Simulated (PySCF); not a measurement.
Constitutional and geometric isomers with formula C3H2O2. Isolated molecules, 0 K electronic values unless said otherwise. One relaxed conformer stands for each flexible species; it need not be the lowest. Strings in code marks are SMILES.

Calculation: B3LYP-D3(BJ)/def2-TZVP (PySCF). All candidates: neutral, multiplicity 1. B3LYP has the VWN-RPA correlation part, as in Gaussian. Delta-SCF ions had no search for a lower state. Excitations are Tamm–Dancoff values on a coarser integration grid. The basis has no diffuse functions, so Rydberg states are missing or too high.

```yaml
HOMO–LUMO gap: 6.36 eV
T1 excitation (TDA): 4.80 eV
vertical ionisation energy (Delta-SCF): 10.38 eV
```

### Question
Identify which member has these values.
A. `O=c1cc1O` (C–C–O–H torsion 0°)
B. `C#COC=O`
C. `O=C1[C@H]2O[C@@H]12`

### Answer
B, `C#COC=O`. The others give `O=c1cc1O` (C–C–O–H torsion 0°): 6.25 eV, 4.50 eV, 9.50 eV; `O=C1[C@H]2O[C@@H]12`: 6.09 eV, 4.11 eV, 9.97 eV
